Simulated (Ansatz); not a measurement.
C16H20Sn⁺, that is SnEt2Ph2 with one electron fewer. The state is a doublet with charge 1. Geometry PBE-D4/def2-SVP, that of the neutral singlet; atoms count from 1.

Cartesian coordinates in Å:
```
Sn 0.589 -0.034 -0.275
C 1.728 1.704 -0.961
C 2.959 1.975 -0.093
H 1.031 2.567 -0.966
H 2.012 1.519 -2.019
H 3.524 2.868 -0.440
H 2.683 2.154 0.967
H 3.671 1.123 -0.102
C 1.743 -1.855 -0.649
C 1.915 -2.138 -2.143
H 1.219 -2.687 -0.133
H 2.726 -1.736 -0.145
H 2.490 -3.071 -2.327
H 0.936 -2.251 -2.656
H 2.458 -1.320 -2.661
C -1.305 -0.120 -1.324
C -1.416 0.351 -2.649
C -2.638 0.281 -3.339
C -3.770 -0.261 -2.709
C -3.674 -0.733 -1.390
C -2.451 -0.660 -0.703
H -0.541 0.787 -3.159
H -2.708 0.654 -4.373
H -4.729 -0.315 -3.248
H -4.560 -1.158 -0.892
H -2.396 -1.029 0.335
C 0.170 0.147 1.843
C -0.876 0.978 2.301
C -1.134 1.118 3.675
C -0.351 0.425 4.612
C 0.690 -0.407 4.171
C 0.946 -0.544 2.796
H -1.506 1.524 1.580
H -1.953 1.771 4.015
H -0.554 0.533 5.689
H 1.305 -0.954 4.902
H 1.765 -1.206 2.471
```

In the def2 sets Sn takes a core potential; there is no spin–orbit coupling. Single mean-field runs in def2-TZVP are fitted with def2-universal-jkfit.

**Question.** Estimate the Mulliken populations of the heavy atoms from the PBE0/def2-TZVP orbitals of Ansatz.

**Answer.** 
```tsv
atom	charge (e)	spin (α − β)
Sn1	0.86	-0.03
C2	-0.38	0.21
C3	-0.39	0.00
C9	-0.39	0.18
C10	-0.39	0.00
C16	0.00	0.13
C17	-0.23	0.01
C18	-0.10	0.01
C19	-0.07	0.15
C20	-0.10	-0.03
C21	-0.23	0.05
C27	-0.04	0.12
C28	-0.23	0.05
C29	-0.10	-0.03
C30	-0.08	0.13
C31	-0.10	0.01
C32	-0.21	0.00
```
Mulliken values depend strongly on the basis.

**Question.** Where does the spin sit?

**Answer.** Summed by element: Sn -0.03, C 0.99, H 0.04, of 1 unpaired in all. Largest on single atoms: C2 0.21, C9 0.18, C19 0.15.

**Question.** And the Mayer bond orders between heavy atoms (over 0.3)?

**Answer.** Sn1–C2 0.79 (2.19 Å); Sn1–C9 0.80 (2.19 Å); Sn1–C16 0.83 (2.17 Å); Sn1–C27 0.84 (2.17 Å); C2–C3 1.01 (1.53 Å); C9–C10 1.01 (1.53 Å); C16–C17 1.32 (1.41 Å); C16–C21 1.29 (1.41 Å); C17–C18 1.48 (1.40 Å); C18–C19 1.36 (1.40 Å); C19–C20 1.38 (1.40 Å); C20–C21 1.46 (1.40 Å); C27–C28 1.29 (1.41 Å); C27–C32 1.32 (1.41 Å); C28–C29 1.46 (1.40 Å); C29–C30 1.39 (1.40 Å); C30–C31 1.36 (1.40 Å); C31–C32 1.47 (1.40 Å).
